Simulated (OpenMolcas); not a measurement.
## 3d³ along the 21-electron sequence

* Program: OpenMolcas 26.06
* Method: MS-CASPT2, IPEA 0.25 Eh, imaginary shift 0.1 Eh
* Basis: ANO-RCC-VTZP
* Scalar Hamiltonian: DKH2, point nucleus
* Spin-orbit coupling: RASSI with atomic mean-field integrals over the reference wave functions, term energies averaged over their components

Active space for each ion: 3 electrons in 5 orbitals (3d); closed shells correlated by CASPT2: 3s 3p.

Computed levels in cm-1 above ⁴F_3/2:

```
                               Level    V2+   Cr3+   Mn4+   Fe5+   Ni7+
                              ⁴F_5/2    154    247    374    544    989
                              ⁴F_7/2    366    583    881   1275   2290
                              ⁴F_9/2    632   1001   1506   2170   3850
                              ²G_7/2  11840  15110  18110  21080  26520
                              ²G_9/2  12070  15470  18640  21820  27760
                              ⁴P_1/2  12080  14610  17160  19600  24270
                              ⁴P_3/2  12140  14710  17300  19790  24510
                              ⁴P_5/2  12320  15000  17760  20460  25830
                              ²P_1/2  15530  19740  23540  27410  34150
weight of ⁴F in the lowest level (%)    100    100    100    100    100
```

Measured, with the error of the calculation in %. Measured levels: V2+ from Sugar and Corliss, J. Phys. Chem. Ref. Data 7, 1191 (1978); Cr3+ from Sugar and Corliss, J. Phys. Chem. Ref. Data 6, 317 (1977); Mn4+ from Corliss and Sugar, J. Phys. Chem. Ref. Data 6, 1253 (1977); Fe5+ from Corliss and Sugar, J. Phys. Chem. Ref. Data 11, 135 (1982); Ni7+ from Corliss and Sugar, J. Phys. Chem. Ref. Data 10, 197 (1981).

| Level | V2+ | Cr3+ | Mn4+ | Fe5+ | Ni7+ |
| --- | --- | --- | --- | --- | --- |
| ⁴F_5/2 | 146 (+6.2) | 236 (+4.6) | 359 (+4.2) | 511 (+6.4) | 1012 (-2.3) |
| ⁴F_7/2 | 342 (+7.3) | 556 (+4.9) | 835 (+5.5) | 1188 (+7.3) | 2184 (+5.0) |
| ⁴F_9/2 | 584 (+8.2) | 946 (+5.9) | 1412 (+6.6) | 2001 (+8.3) | 3721 (+3.4) |
| ²G_7/2 | 11966 (-1.1) | 15052 (+0.4) | 17892 (+1.2) | 20616 (+2.3) |  |
| ²G_9/2 | 12187 (-1.0) | 15402 (+0.4) | 18399 (+1.3) | 21315 (+2.4) |  |
| ⁴P_1/2 | 11514 (+4.9) | 14059 (+3.9) | 16434 (+4.4) | 18738 (+4.6) | 23261 (+4.3) |
| ⁴P_3/2 | 11592 (+4.8) | 14177 (+3.8) | 16595 (+4.3) | 18942 (+4.5) | 23710 (+3.4) |
| ⁴P_5/2 | 11770 (+4.7) | 14471 (+3.7) | 17049 (+4.2) | 19611 (+4.3) | 24669 (+4.7) |
| ²P_1/2 | 15580 (-0.3) | 19519 (+1.1) | 23082 (+2.0) | 26496 (+3.4) |  |

The fine-structure level ⁴F_9/2 changes by a factor of 6.09 from V2+ to Ni7+. Its fourth root runs 5.01, 5.62, 6.23, 6.83, 7.88, with steps per unit of Z of 0.61, 0.60, 0.60, 0.53; equal steps would mean a (Z - σ)^4 law with constant σ.

²G_7/2 changes by a factor of 2.24 over the same range, with steps per unit of Z of +3270, +3000, +2970, +2720 cm-1.

Term energies are means over components that CASPT2 splits; among the terms shown or strongly mixed into the levels shown the widest spread is 1000 cm-1 (3d³ ⁴F, Fe5+). The CASPT2 spread within a term exceeds the gap to the next term for 3d³ ²G and 3d³ ⁴P, so the order of their levels is uncertain (holds for V2+). Computed and measured levels are paired by configuration, term and J; levels that our copy of the source lacks, or whose pairing is in doubt (as where it misses far off the trend of its configuration), stay unpaired and out of the deviations. Levels of configurations outside the active space are missing.
